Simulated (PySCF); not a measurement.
Compound: C₈H₉Cl.
InChI=1S/C8H9Cl/c9-6-7-1-2-8(5-7)3-4-8/h1-2,5H,3-4,6H2

Torsions of this conformer, `[Cl:1][CH2:2][C:3]1=[CH:4][C:5]2([CH:6]=[CH:7]1)[CH2:8][CH2:9]2`: Cl1–C2–C3–C4 121°.

The closed-shell ground state was solved at several levels (PySCF, density fitting, gas phase, non-relativistic). Geometry: PBE0-D3(BJ)/def2-SVP, one conformer, isolated molecule.

| level | basis functions | HOMO (eV) | LUMO (eV) | gap (eV) | dipole (D) |
| --- | --- | --- | --- | --- | --- |
| B3LYP/def2-SVPD | 259 | -6.22 | -1.11 | 5.11 | 3.10 |
| B3LYP/pcSseg-1 | 205 | -6.19 | -1.03 | 5.16 | 3.06 |

(1) Estimate the row for PBE0/pcSseg-1, a basis of 205 functions; the other rows only guide the guess.

(2) Over all these levels, which gives the widest orbital gap and which the narrowest?

(3) How far do the dipole and the HOMO energy spread over the levels?

Answers

(1) HOMO -6.42 eV, LUMO -0.85 eV, gap 5.57 eV, dipole 3.12 D.

(2) PBE0/pcSseg-1 (global hybrid, 25 % exact exchange) has the widest, 5.57 eV, and B3LYP/def2-SVPD (global hybrid, 20 % exact exchange) the narrowest, 5.11 eV. Functional and basis both differ between the two, so the spread mixes both effects.

(3) The dipole runs from 3.06 to 3.12 D (mean 3.09 D) and the HOMO from -6.42 to -6.19 eV.
